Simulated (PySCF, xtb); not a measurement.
W(O)(F)4 cation (F4OW), SMILES [O]=[W]([F])([F])([F])[F] (connectivity only; charge and spin as stated), charge +1, multiplicity 2.

Harmonic wavenumbers (cm⁻¹) from GFN2-xTB in xtb at its own minimum, in rising order: 13, 163, 165, 180, 180, 181, 299, 321, 416, 416, 449, 600.

Q: What does PySCF with PBE-D3(BJ)/def2-SVP give at its own minimum? (The exact figures need the calculation; the answer reports its results.)

A: 108, 163, 169, 211, 217, 246, 261, 631, 710, 758, 775, 776. Paired by order, the mean absolute difference is 143 cm⁻¹ and the zero-point energies are 4.8 and 7.2 kcal/mol.
